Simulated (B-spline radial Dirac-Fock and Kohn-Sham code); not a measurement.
**The M3 (3p3/2) level from Tb to Tl**

These are calculated numbers from a radial B-spline solver; the model is Dirac-Fock energy differences between relaxed states, corrected for Breit and QED terms. Free neutral atoms, energies in eV. Correlation energy is missing from these numbers. Relaxation, Breit and QED are contributions to the binding energy. "Screened" places the removed electron in the lowest shell with room, a model of an edge from the Fermi level; tabulated edges (Elam, Ravel and Sieber 2002) are for the standard state, and for monatomic gases they compare with the unscreened value. A dash: no value, or a hole state left out as unreliable.

```
 Z  element  binding  relaxation  Breit    QED  screened  tabulated edge
65       Tb   1615.0       -26.8  -2.69  -0.18    1609.9            1611
66       Dy   1680.5       -27.6  -2.86  -0.20    1675.5            1676
67       Ho   1747.1       -28.5  -3.04  -0.23    1742.2            1741
68       Er   1814.9       -29.3  -3.22  -0.25    1810.1            1812
69       Tm   1883.8       -30.2  -3.41  -0.28    1879.2            1885
70       Yb   1954.1       -31.0  -3.60  -0.31    1949.6            1950
71       Lu   2035.5       -31.1  -3.79  -0.33    2030.0            2024
72       Hf   2119.1       -31.1  -3.98  -0.36    2112.4            2107
73       Ta   2204.7       -31.2  -4.18  -0.39    2197.0            2194
74        W   2292.4       -31.3  -4.39  -0.42    2283.6            2281
75       Re   2382.1       -31.4  -4.62  -0.46    2372.2            2367
76       Os   2473.8       -31.6  -4.85  -0.49    2462.8            2457
77       Ir   2567.4       -31.8  -5.08  -0.53    2555.4            2551
78       Pt   2659.2       -32.4  -5.33  -0.58    2648.9            2645
79       Au   2756.7       -32.6  -5.59  -0.63    2748.3            2743
80       Hg   2860.2       -32.5  -5.85  -0.66    2855.3            2847
81       Tl   2968.2       -32.6  -6.12  -0.71    2962.1            2957
```

Q: With what power of Z do the binding energy and the Breit term grow over this range?

A: Between the end points the binding energy grows as Z^2.77 and the Breit term as Z^3.73.
